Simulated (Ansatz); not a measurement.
`C[Si](N)(O)O[SiH3]` + `CC1=CN1` → `[SiH3]C1=CN1` + `CO[Si](C)(N)O`  (formal exchange of groups at the Si–O bond)

Calculated with Ansatz (gas phase, PBE0-D4/def2-TZVP geometries, no zero-point term in ΔE). CCSD(T)/CBS is the MP2 limit (def2-TZVPP, def2-QZVPP) plus CCSD(T) − MP2 in def2-TZVPP, frozen cores. DFT in def2-TZVPP. Each species was taken in one conformer, which may not be the lowest.

`C[Si](N)(O)O[SiH3]`:

Cartesian coordinates in Å:
```
C 1.156 -0.827 1.733
Si 0.195 0.227 0.558
N -1.482 0.437 0.849
O 0.898 1.709 0.616
O 0.293 -0.471 -0.921
Si -0.281 -0.286 -2.439
H 1.101 -0.430 2.749
H 2.208 -0.866 1.441
H 0.768 -1.848 1.742
H -2.134 -0.290 0.600
H -1.799 0.940 1.662
H 0.443 2.412 0.149
H 0.601 -1.030 -3.371
H -1.663 -0.828 -2.541
H -0.304 1.150 -2.827
```

`CC1=CN1`:

Cartesian coordinates in Å:
```
C 0.401 -0.750 -0.975
C 0.062 0.117 0.146
C 0.206 1.022 1.029
N -1.008 0.142 1.196
H 0.407 -1.792 -0.640
H -0.349 -0.670 -1.767
H 1.378 -0.498 -1.387
H 0.717 1.783 1.587
H -1.814 0.646 0.812
```

`[SiH3]C1=CN1`:

Z-matrix (Å, degrees):
```
Si
C 1 1.828
H 1 1.485 2 109.2
H 1 1.484 2 108.9 3 -120.0
H 1 1.484 2 109.4 3 119.2
C 2 1.280 1 160.7 3 129.7
N 2 1.558 1 137.7 3 -69.0
H 6 1.077 2 153.0 1 -7.6
H 7 1.024 2 107.6 1 87.9
```

`CO[Si](C)(N)O`:

Cartesian coordinates in Å:
```
C 0.177 -2.064 -0.392
O 0.099 -1.164 0.685
Si 0.124 0.472 0.510
C -1.363 1.084 -0.420
N 1.510 0.975 -0.346
O 0.145 1.009 2.062
H 0.409 -3.057 0.000
H -0.775 -2.123 -0.933
H 0.963 -1.776 -1.100
H -1.391 2.177 -0.443
H -1.371 0.722 -1.451
H -2.279 0.739 0.064
H 1.453 1.717 -1.022
H 2.427 0.921 0.066
H -0.128 0.367 2.720
```

| level | ΔE (eV) |
| --- | --- |
| r2SCAN-D4 | 1.67 |
| PBE0 | 1.64 |

**Question.** What does CCSD(T)/CBS give? (Best estimate.)

**Answer.** Ansatz gave: +1.69 eV. The listed levels differ from it by -0.02, -0.05 eV.

Largest T1 diagnostic among the species: 0.012.

In def2-TZVPP, CCSD(T) changes the Hartree–Fock value by −0.12 eV (the triples alone add −0.03 eV) and MP2 by −0.06 eV. From PBE to PBE0 (25 % exact exchange), in def2-TZVPP and without D4, ΔE moves by +0.08 eV.
